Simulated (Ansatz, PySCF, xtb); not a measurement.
Barrier from R1 to the saddle point P1, each structure at its B3LYP-D3(BJ)/def2-TZVP stationary point, reached from a drawn start; harmonic modes at that level show the others as minima.
R1, CH6Si (SMILES C[SiH3]) (charge 0, multiplicity 1):
```csv
atom,x (Å),y (Å),z (Å)
Si,0.0000,0.0000,0.8881
H,1.3884,0.0000,1.4104
H,-0.6942,1.2024,1.4104
H,-0.6942,-1.2024,1.4104
C,0.0000,0.0000,-0.9881
H,0.5099,0.8832,-1.3771
H,-1.0198,0.0000,-1.3771
H,0.5099,-0.8832,-1.3771
```
P1, CH6Si, a first-order saddle point (one imaginary mode, 200i cm⁻¹) (charge 0, multiplicity 1):
```
atom    x (Å)    y (Å)    z (Å)
----  -------  -------  -------
Si     0.0000   0.0000   0.8913
H      1.3849   0.0000   1.4226
H     -0.6925   1.1994   1.4226
H     -0.6925  -1.1994   1.4226
C      0.0000   0.0000  -0.9956
H      1.0178   0.0000  -1.3878
H     -0.5089   0.8814  -1.3878
H     -0.5089  -0.8814  -1.3878
```

P less R. No zero-point or thermal terms. No path was followed down from the saddle.

Frozen-core correlation throughout. CBS(a, b) extrapolates the correlation energy as X⁻³ and adds the Hartree–Fock energy of set b.

The values were computed with Ansatz (Gaussian basis) for Hartree–Fock, density functionals and correlated methods; PySCF for the D3/D4 terms; xtb for the GFN methods. No computed number here is a measurement.

```csv
level,barrier height (kcal/mol)
GFN1-xTB,1.15
BLYP-D4/def2-TZVPP,1.42
PBE0-D3(BJ)/def2-TZVPP,1.48
PBE0-D4/def2-TZVPP,1.48
BHLYP-D4/def2-TZVPP,1.57
CAM-B3LYP-D3(BJ)/def2-TZVPP,1.53
CCSD(T)/cc-pV(D+d)Z,(withheld)
CCSD(T)/cc-pV(T+d)Z,(withheld)
"CCSD(T)/CBS(cc-pV(T+d)Z, cc-pV(Q+d)Z)",(withheld)
```

**Question.** Fill in the missing entries.

**Answer.** 
- CCSD(T)/cc-pV(D+d)Z, barrier height (kcal/mol): 1.68
- CCSD(T)/cc-pV(T+d)Z, barrier height (kcal/mol): 1.58
- CCSD(T)/CBS(cc-pV(T+d)Z, cc-pV(Q+d)Z), barrier height (kcal/mol): 1.50

Ansatz is a first-principles code.
